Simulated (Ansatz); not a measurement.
Reaction (redistribution): `FBO[SiH3]` + `OB(F)[SiH3]` → `O[SiH2]OBF` + `FB[SiH3]`

Isolated molecules relaxed with PBE0-D4/def2-TZVP in Ansatz; ΔE leaves out vibrations. CCSD(T)/CBS is the MP2 limit (def2-TZVPP, def2-QZVPP) plus CCSD(T) − MP2 in def2-TZVPP, frozen cores. Functionals use def2-TZVPP. Each species was taken in one conformer, which may not be the lowest.

CCSD(T)/CBS gives +0.46 eV.

Question: Another level gave +0.51 eV. Which?
A. revPBE-D4/def2-TZVPP
B. BHLYP/def2-TZVPP
C. r2SCAN0-D4/def2-TZVPP
D. HF/def2-TZVPP

Answer: C. r2SCAN0-D4 0.51, revPBE-D4 0.55, HF/def2-TZVPP 0.41, BHLYP 0.46 eV.

Largest T1 diagnostic among the species: 0.014.

At CCSD(T), def2-SVP lies +0.32 eV from the extrapolated value and def2-TZVPP +0.03 eV. In def2-TZVPP, CCSD(T) changes the Hartree–Fock value by +0.08 eV (the triples alone add +0.02 eV) and MP2 by +0.06 eV.
